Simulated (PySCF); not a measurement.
Assigning NMR signals

Geometry:
| atom | x (Å) | y (Å) | z (Å) |
| --- | --- | --- | --- |
| O1 | 1.654 | 1.485 | -1.388 |
| C2 | 1.455 | 0.698 | -0.528 |
| C3 | 1.893 | -0.170 | 0.546 |
| Cl4 | 3.032 | -0.864 | 1.551 |
| C5 | 0.573 | -0.129 | 0.253 |
| O6 | -0.629 | -0.639 | 0.611 |
| C7 | -1.699 | -0.204 | -0.086 |
| F8 | -1.613 | -0.484 | -1.386 |
| F9 | -1.878 | 1.113 | 0.016 |
| F10 | -2.778 | -0.800 | 0.390 |

[PySCF: NMR shieldings at PBE0/pcSseg-1/GIAO; structure optimised with GFN2-xTB; relativity neglected; isolated molecule; single conformer; equivalent nuclei averaged]

δ = σ(ref) − σ, references computed at the same level: 13C (σref 186.93) vs TMS.

Problem. Assign these signals to the numbered atoms. 13C{1H} NMR (computed): δ 156.7 (C), 138.7 (C), 130.6 (C), 128.4 (C).

Solution. 
| δ (ppm) | atoms | environment | reason |
| --- | --- | --- | --- |
| 156.7 | C5 | unsaturated ring carbon | – |
| 138.7 | C2 | ring carbonyl carbon | – |
| 130.6 | C7 | CF3 carbon | 4 electronegative neighbours deshield it |
| 128.4 | C3 | unsaturated ring carbon | – |

Carbons that carry Cl, above all several Cl atoms, come out too deshielded, partly because spin–orbit coupling is missing. Splittings by 19F in the carbon and heteronuclear signals aren't shown, as no couplings were computed. Shifts are as computed. Against solution values, carbons near 30 ppm lie about +3 ppm off and those near 130 ppm about +5 ppm; carbons on Cl a further +6 ppm (rms about the fit 2.1 ppm; single classes can miss by 10 ppm). Of 1328 compounds with measured shifts, 309 miss one by over three times the rms of a fit or turn the order of signals round; such compounds aren't used in these exercises. Signals without a measured value on file couldn't be tested in this way; 1H shifts scatter by 0.2 ppm about their fit, and single ones miss by 0.5 ppm.
